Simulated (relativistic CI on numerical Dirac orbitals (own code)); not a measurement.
**Electric-dipole lines of Cr XXIV**

Calculated at this level of theory: Dirac equation for one electron, model QED (radiative potential, 1s self-energy scaled to tabulated hydrogen-like ionisation energies) (own radial code, finite nucleus).

Configurations in the expansion: 1s, 2s, 2p, 3s, 3p, 3d, 4s, 4p, 4d, 4f, 5s, 5p, 5d, 5f, 5g, 6s, 6p, 6d. Levels of other configurations are missing.

```csv
λ vac (Å),Lower,Upper,A (s⁻¹),log gf,S velocity/length
2.0901,1s 2S_1/2 [1],2p 2P°_3/2 [4],2.06e+14,-0.27,1.00
2.0956,1s 2S_1/2 [1],2p 2P°_1/2 [2],2.09e+14,-0.56,1.00
8.3361,2p 2P°_1/2 [2],4d 2D_3/2 [12],5.82e+12,-0.61,1.00
8.4194,2p 2P°_3/2 [4],4d 2D_5/2 [15],6.85e+12,-0.36,1.00
11.217,2p 2P°_1/2 [2],3d 2D_3/2 [7],1.81e+13,0.14,1.00
11.222,2s 2S_1/2 [3],3p 2P°_3/2 [8],7.39e+12,-0.25,1.00
11.268,2s 2S_1/2 [3],3p 2P°_1/2 [5],7.61e+12,-0.54,1.00
11.360,2p 2P°_3/2 [4],3d 2D_5/2 [9],2.14e+13,0.40,1.00
11.375,2p 2P°_3/2 [4],3d 2D_3/2 [7],3.57e+12,-0.56,1.00
22.007,3p 2P°_1/2 [5],5d 2D_3/2 [19],9.47e+11,-0.56,1.00
22.173,3d 2D_3/2 [7],5f 2F°_5/2 [21],1.42e+12,-0.20,1.00
22.173,3p 2P°_3/2 [8],5d 2D_5/2 [22],1.13e+12,-0.30,1.00
22.226,3d 2D_5/2 [9],5f 2F°_7/2 [24],1.51e+12,-0.05,1.00
32.074,3p 2P°_1/2 [5],4d 2D_3/2 [12],1.95e+12,0.08,1.00
32.085,3s 2S_1/2 [6],4p 2P°_3/2 [13],1.00e+12,-0.21,1.00
32.245,3s 2S_1/2 [6],4p 2P°_1/2 [10],1.04e+12,-0.49,1.00
32.402,3d 2D_3/2 [7],4f 2F°_5/2 [14],4.29e+12,0.61,1.00
32.403,3p 2P°_3/2 [8],4d 2D_5/2 [15],2.33e+12,0.34,1.00
32.502,3d 2D_5/2 [9],4f 2F°_7/2 [16],4.57e+12,0.76,1.00
45.406,4p 2P°_3/2 [13],6d 2D_5/2 [30],2.86e+11,-0.27,1.00
69.363,4p 2P°_1/2 [10],5d 2D_3/2 [19],4.07e+11,0.07,1.00
69.384,4s 2S_1/2 [11],5p 2P°_3/2 [20],2.40e+11,-0.16,1.00
69.987,4d 2D_3/2 [12],5f 2F°_5/2 [21],8.02e+11,0.55,1.00
69.988,4p 2P°_3/2 [13],5d 2D_5/2 [22],4.92e+11,0.34,1.00
70.173,4f 2F°_5/2 [14],5g 2G_7/2 [23],1.36e+12,0.91,1.00
70.173,4d 2D_5/2 [15],5f 2F°_7/2 [24],8.58e+11,0.70,1.00
70.259,4f 2F°_7/2 [16],5g 2G_9/2 [25],1.41e+12,1.02,1.00
127.79,5p 2P°_1/2 [17],6d 2D_3/2 [28],1.22e+11,0.08,1.00
127.83,5s 2S_1/2 [18],6p 2P°_3/2 [29],7.87e+10,-0.11,1.00
128.85,5p 2P°_3/2 [20],6d 2D_5/2 [30],1.49e+11,0.35,1.00
```

Terms are leading LS components. Brackets give the number of a level in order of energy, since labels repeat. The list gives strong lines, with weight on those to low levels. Levels whose partners in the same complex of configurations lie outside the list can be far off, and so can their lines. Rates are taken at the computed energies, electric ones in the length gauge. A velocity-to-length ratio far from 1 marks an uncertain rate.
